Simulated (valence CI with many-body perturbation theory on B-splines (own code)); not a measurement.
Values are calculated unless marked as measured or tabulated.
# Level structure of Al⁶⁺

Method: configuration interaction combined with many-body perturbation theory (CI+MBPT): five valence electrons over a frozen Dirac-Fock core [He], radial functions for each j: 9 s, 9 p, 8 d, 6 f, 3 g, 1 h, with the one-electron correlation potential Σ1 (screened to all orders), the two-electron term Σ2, the three-electron term Σ3, Breit, model QED; selected single and double excitations, second order for the rest, scaled by the run's own slope (own B-spline code, finite nucleus).

Set against measurement, 20 paired levels are off by 305 cm⁻¹ on average, the worst by 596. These come from a selection out of NIST levels in Kelleher and Podobedova, J. Phys. Chem. Ref. Data 37, 709 (2008); Martin and Zalubas, J. Phys. Chem. Ref. Data 8, 817 (1979). Levels without a partner in it may be off by more. Among the levels kept, up to 2400 cm⁻¹ of a level comes from second order outside the variational space, and about a tenth of that is noise between levels of different J, which matters for small intervals.

Levels 1 to 39 of 39, with energies above the lowest level, 2s2 2p3 4S°_3/2. "Leading %" is the weight of the configuration and term that name the level; weights of strongly mixed levels are sums over their largest components and can fall short, so below about 35 % the name and the second component can differ from the true leading terms, or belong to a minority configuration.

```
No.  Configuration  Term    J  E (eV)  Leading %      g    Second component
  1        2s2 2p3   4S°  3/2    0.00         99  2.001                    
  2        2s2 2p3   2D°  3/2    7.76         98  0.804                    
  3        2s2 2p3   2D°  5/2    7.77         99  1.200                    
  4        2s2 2p3   2P°  1/2   11.77         97  0.665                    
  5        2s2 2p3   2P°  3/2   11.81         96  1.329                    
  6         2s 2p4    4P  5/2   34.75         99  1.600                    
  7         2s 2p4    4P  3/2   35.06         99  1.734                    
  8         2s 2p4    4P  1/2   35.22         99  2.669                    
  9         2s 2p4    2D  5/2   47.89         99  1.200                    
 10         2s 2p4    2D  3/2   47.90         99  0.799                    
 11         2s 2p4    2S  1/2   56.25         98  1.993                    
 12         2s 2p4    2P  3/2   59.30         98  1.333                    
 13         2s 2p4    2P  1/2   59.67         98  0.674                    
 14            2p5   2P°  3/2   91.28         96  1.333                    
 15            2p5   2P°  1/2   91.76         96  0.665                    
 16     2s2 2p2 3s    4P  1/2  142.19         96  2.665                    
 17     2s2 2p2 3s    4P  3/2  142.39         96  1.733                    
 18     2s2 2p2 3s    4P  5/2  142.67         96  1.600                    
 19     2s2 2p2 3s    2P  1/2  144.30         96  0.671                    
 20     2s2 2p2 3s    2P  3/2  144.64         96  1.332                    
 21     2s2 2p2 3s    2D  5/2  148.57         96  1.201                    
 22     2s2 2p2 3s    2D  3/2  148.58         96  0.801                    
 23     2s2 2p2 3p   2S°  1/2  150.22         95  2.000                    
 24     2s2 2p2 3p   4D°  1/2  151.25         96  0.012                    
 25     2s2 2p2 3p   4D°  3/2  151.36         95  1.208                    
 26     2s2 2p2 3p   4D°  5/2  151.54         95  1.375                    
 27     2s2 2p2 3p   4D°  7/2  151.79         96  1.428                    
 28     2s2 2p2 3p   4P°  1/2  152.12         95  2.653                    
 29     2s2 2p2 3p   4P°  3/2  152.19         94  1.723                    
 30     2s2 2p2 3p   4P°  5/2  152.36         93  1.588                    
 31     2s2 2p2 3p   2D°  3/2  153.34         96  0.805                    
 32     2s2 2p2 3p   2D°  5/2  153.69         94  1.208                    
 33     2s2 2p2 3p   4S°  3/2  153.97         86  1.998  10 % 2s 2p3 3s 4S°
 34     2s2 2p2 3p   2P°  1/2  154.79         96  0.669                    
 35     2s2 2p2 3s    2S  1/2  154.81         93  2.002       4 % 2p4 3s 2S
 36     2s2 2p2 3p   2P°  3/2  154.81         96  1.333                    
 37     2s2 2p2 3p   2F°  5/2  157.97         97  0.858                    
 38     2s2 2p2 3p   2F°  7/2  158.05         97  1.143                    
 39      2s 2p3 3s   6S°  5/2  158.89         99  2.001
```

The ionisation energy to 2s2 2p2 3P_0 of the next ion comes out as 241.72 eV (NIST: 241.76 ± 0.09 eV (semi-empirical)). All 39 levels together are meant to be complete up to 159.49 eV.
